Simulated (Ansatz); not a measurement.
In7Sb8H24⁺, a nanocrystal cut from zinc blende InSb (hydrogen-capped). Total charge 1; triplet. Geometry PBE-D4/def2-SVP, that of the charge +1 singlet; atoms count from 1.

```xyz
39

In    1.1744    3.7299    3.4468
In    2.2950   -1.4666    3.2750
In    3.7330    1.8781   -0.8319
In   -0.7619    0.5106    0.1493
In    1.2517   -0.9071   -3.9706
In   -0.1916   -4.2551    0.1444
In   -3.8642   -1.9279   -2.9227
Sb    2.9527    3.8794    1.2111
Sb    1.7848    1.1618    4.5485
Sb   -1.0846    2.7845    1.8864
Sb   -0.1038   -1.7718    1.6573
Sb    1.1275    1.0865   -1.8557
Sb   -3.3781    0.2064   -1.0144
Sb   -1.6273   -1.2679   -4.5785
Sb   -2.7964   -3.9831   -1.2436
H     0.8694    5.1024    4.4558
H     2.1426   -2.5534    4.6108
H     3.5518   -1.0686    2.1546
H     4.2527    0.5577    0.1586
H     4.4719    2.8637   -2.0448
H     1.6165   -2.3958   -3.1674
H     1.8328   -0.1107   -5.3909
H    -0.5052   -5.5270    1.2728
H     0.9165   -4.0248   -1.1653
H    -5.4715   -2.0162   -3.5579
H     4.3757    4.4968    1.9506
H     2.5002    5.3678    0.4831
H     3.1054    1.5411    5.5814
H     0.6358    1.0259    5.8184
H    -2.4638    2.4858    2.8650
H    -1.7932    4.0413    0.9551
H    -1.4351   -1.8098    2.7452
H     0.4163    2.4924   -2.5459
H    -3.8406    1.7394   -1.6348
H    -4.5099    0.1824    0.2767
H    -2.2345    0.0483   -5.5004
H    -1.7858   -2.4231   -5.8409
H    -4.1026   -4.2923   -0.1721
H    -3.0567   -5.3808   -2.2087
```

In the def2 sets In, Sb take a core potential; there is no spin–orbit coupling. Single mean-field runs in def2-SVP are fitted with def2-universal-jkfit. At PBE0-D4/def2-SVP a singlet of charge 1 lies 3.47 eV below the triplet at the same geometry.

(1) Estimate the Mulliken populations of the heavy atoms from the PBE0/def2-SVP orbitals of Ansatz.

(2) Where does the spin sit?

(3) And the Mayer bond orders between heavy atoms (over 0.3)?

Results:

(1) 
```json
{"atom": "In1", "charge (e)": "0.19", "spin (α − β)": "0.14"}
{"atom": "In2", "charge (e)": "0.26", "spin (α − β)": "0.04"}
{"atom": "In3", "charge (e)": "0.26", "spin (α − β)": "0.04"}
{"atom": "In4", "charge (e)": "-0.01", "spin (α − β)": "0.31"}
{"atom": "In5", "charge (e)": "0.26", "spin (α − β)": "0.04"}
{"atom": "In6", "charge (e)": "0.26", "spin (α − β)": "0.04"}
{"atom": "In7", "charge (e)": "0.19", "spin (α − β)": "0.14"}
{"atom": "Sb8", "charge (e)": "-0.01", "spin (α − β)": "0.00"}
{"atom": "Sb9", "charge (e)": "-0.01", "spin (α − β)": "0.00"}
{"atom": "Sb10", "charge (e)": "0.10", "spin (α − β)": "0.33"}
{"atom": "Sb11", "charge (e)": "-0.18", "spin (α − β)": "0.21"}
{"atom": "Sb12", "charge (e)": "-0.18", "spin (α − β)": "0.21"}
{"atom": "Sb13", "charge (e)": "0.10", "spin (α − β)": "0.33"}
{"atom": "Sb14", "charge (e)": "-0.01", "spin (α − β)": "0.00"}
{"atom": "Sb15", "charge (e)": "-0.01", "spin (α − β)": "0.00"}
```
Mulliken values depend strongly on the basis.

(2) Summed by element: In 0.74, Sb 1.06, H 0.20, of 2 unpaired in all. Largest on single atoms: Sb10 0.33, Sb13 0.33, In4 0.31.

(3) In1–Sb8 0.78 (2.86 Å); In1–Sb9 0.78 (2.86 Å); In1–Sb10 0.58 (2.90 Å); In2–Sb9 0.55 (2.96 Å); In2–Sb11 0.62 (2.91 Å); In3–Sb8 0.55 (2.96 Å); In3–Sb12 0.62 (2.91 Å); In4–Sb10 0.44 (2.88 Å); In4–Sb11 0.81 (2.81 Å); In4–Sb12 0.81 (2.81 Å); In4–Sb13 0.44 (2.88 Å); In5–Sb12 0.62 (2.91 Å); In5–Sb14 0.55 (2.96 Å); In6–Sb11 0.62 (2.91 Å); In6–Sb15 0.55 (2.96 Å); In7–Sb13 0.58 (2.90 Å); In7–Sb14 0.78 (2.86 Å); In7–Sb15 0.78 (2.86 Å).
